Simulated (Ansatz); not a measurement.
`C[O][In]([F])[F]` + NH₃ → `C[O][In]([NH2])[F]` + H–F at 700 K and 1 bar (ligand exchange at the In–F bond).

Gas-phase electronic energies from Ansatz, PBE0-D4/def2-TZVP geometries. CCSD(T)/CBS is the MP2 limit (def2-TZVPP, def2-QZVPP) plus CCSD(T) − MP2 in def2-TZVPP, frozen cores. This one scheme is used for every species. Elements past krypton have def2 core potentials. For In outer-core shells are correlated without core-valence functions, which leaves a few kJ/mol of doubt a bond. One conformer a species, not always the lowest.

```
             species  CCSD(T)/CBS energy (Eh)  H − E (kJ/mol)  S (J/(mol·K))
  `C[O][In]([F])[F]`               -504.48097           187.4          480.8
                 NH₃                -56.50880           116.9          226.5
`C[O][In]([NH2])[F]`               -460.58406           260.0          508.1
                 H–F               -100.39570            45.2          198.5
```

H − E and S are ideal-gas, rigid-rotor, harmonic terms from PBE0-D4/def2-TZVP, for one conformer and one mirror image of each species. 1 Eh = 2625.50 kJ/mol, R = 8.31446 J/(mol·K).

By hand: ΔE, ΔH, ΔS and ΔG.

ΔE = (-460.58406) + (-100.39570) − (-504.48097) − (-56.50880) = 0.01001 Eh = 26.3 kJ/mol. Δ(H − E) = 260.0 + 45.2 − 187.4 − 116.9 = 0.9, so ΔH = 27.2 kJ/mol. ΔS = 508.1 + 198.5 − 480.8 − 226.5 = -0.7 J/(mol·K). ΔG = 27.2 − 700 × (-0.7)/1000 = 27.7 kJ/mol.

By hand: the equilibrium constant, and the temperature at which ΔG would vanish if ΔH and ΔS stayed fixed.

log₁₀ K = −ΔG/(RT ln 10) = -2.1. ΔH and −TΔS have one sign here, so there is no such temperature.

The number of gas molecules stays the same, so ΔS is small and ΔH decides. A doubt of 5 kJ/mol in ΔE shifts log₁₀ K by 0.4 here. Other conformers and mirror images would add mixing entropy, several J/(mol·K) or more a flexible species. Modes under 60 cm⁻¹, often nearly free rotors, make the harmonic entropy too high. These are equilibria of isolated gas molecules and say nothing of rates. Largest T1 diagnostic: 0.017 (customary marks: 0.02 for closed shells, 0.045 for open ones).

ΔS is within the doubt of such terms, so its sign, and with it that verdict, could turn.
